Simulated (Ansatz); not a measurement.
Program: Ansatz. Geometries: PBE0-D4/def2-TZVP. ΔE: electronic, gas phase. CCSD(T)/CBS is the MP2 limit (def2-TZVPP, def2-QZVPP) plus CCSD(T) − MP2 in def2-TZVPP, frozen cores. This one scheme is used for every species. DFT in def2-TZVPP. B3LYP here is the variant with VWN-RPA as its local correlation; programs differ in this. HSE06 is defined as in plane-wave codes. Each species was taken in one conformer, which may not be the lowest.

Reaction (ligand exchange at the Si–C bond): `N=C([SiH3])Cl` + `FCS` → `FCS[SiH3]` + `N=CCl`

**Question.** Is it downhill or uphill in electronic energy at CCSD(T)/CBS, and by how much? (Estimate.)

**Answer.** Computed: Downhill: ΔE = -0.47 eV.

**Question.** What do these levels give: B3LYP-D4, revPBE, HSE06, LC-ωPBE, HF/def2-TZVPP, MP2/def2-TZVPP? (Estimate.)

**Answer.** The calculation gave: B3LYP-D4 -0.44, revPBE -0.46, HSE06 -0.51, LC-ωPBE -0.53, HF/def2-TZVPP -0.52, MP2/def2-TZVPP -0.49 eV.

Largest T1 diagnostic among the species: 0.013.

At CCSD(T), def2-SVP lies +0.05 eV from the extrapolated value and def2-TZVPP +0.02 eV. From PBE to PBE0 (25 % exact exchange), in def2-TZVPP and without D4, ΔE moves by −0.05 eV.
